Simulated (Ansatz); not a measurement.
The cluster Pd2H3, relaxed as a doublet with UKS PBE0-D4/def2-TZVP in Ansatz, starting from the GFN2-xTB geometry. Force threshold 0.02 eV/Å.

In the def2 sets Pd takes a core potential; there is no spin–orbit coupling. In the doublet, H3 and H5 lie 0.85 Å apart (atoms count from 1), so H2 has formed as a molecule. The structure comes from a short search, and lower isomers may exist.

Start:

```xyz
5

Pd    0.059   -0.108   -0.391
Pd    0.995    1.229    1.601
H    -1.072   -1.005   -0.744
H    -0.269    0.387    1.380
H     0.287   -0.502   -1.845
```

| step | energy (eV) | largest force component (eV/Å) | SCF passes |
| --- | --- | --- | --- |
| 1 | -7007.7197 | 0.859 | 53 |
| 2 | -7007.8949 | 0.335 | 64 |
| 3 | -7008.0144 | 0.351 | 66 |
| 4 | -7008.2383 | 1.073 | 71 |
| 5 | -7008.3560 | 0.794 | 72 |
| 6 (rejected) | -7008.1290 | 4.052 | 95 |
| 7 | -7008.4406 | 0.472 | 96 |
| 8 | -7008.4575 | 0.169 | 144 |
| 9 | -7008.4774 | 0.140 | 89 |
| 10 (rejected) | -7008.4263 | 1.001 | 89 |
| 11 | -7008.4916 | 0.188 | 84 |
| 12 | -7008.5108 | 0.245 | 87 |
| 13 | -7008.5338 | 0.421 | 161 |
| 14 | -7008.5656 | 0.447 | 103 |
| 15 | -7008.5738 | 0.401 | 99 |
| 16 | -7008.5938 | 0.125 | 102 |
| 17 (rejected) | -7008.5932 | 0.139 | 91 |
| 18 | -7008.5956 | 0.072 | 90 |
| 19 | -7008.5958 | 0.058 | 88 |
| 20 | -7008.5961 | 0.040 | 92 |
| 21 (rejected) | -7008.5950 | 0.090 | 88 |
| 22 | -7008.5968 | 0.006 | 91 |

Force components are those of the run's own axes.

End:

Cartesian coordinates in Å:
```
Pd -0.3051 -0.0597 -0.0907
Pd 1.2361 1.0327 1.6530
H -0.2591 -1.2849 -1.2579
H -0.4184 0.8763 1.4012
H -0.2534 -0.5644 -1.7056
```

By distances, no bond broke or formed. The bond that changes most is Pd1–H3, from 1.49 to 1.69 Å (atoms count from 1). A close non-bonded pair moves further: H3–H5, from 1.82 to 0.85 Å.

No frequencies were taken in this run, so the end may be a saddle point.

Hardware: 4 threads of Intel Xeon 6975P-C on a shared host. Wall time 43 s.
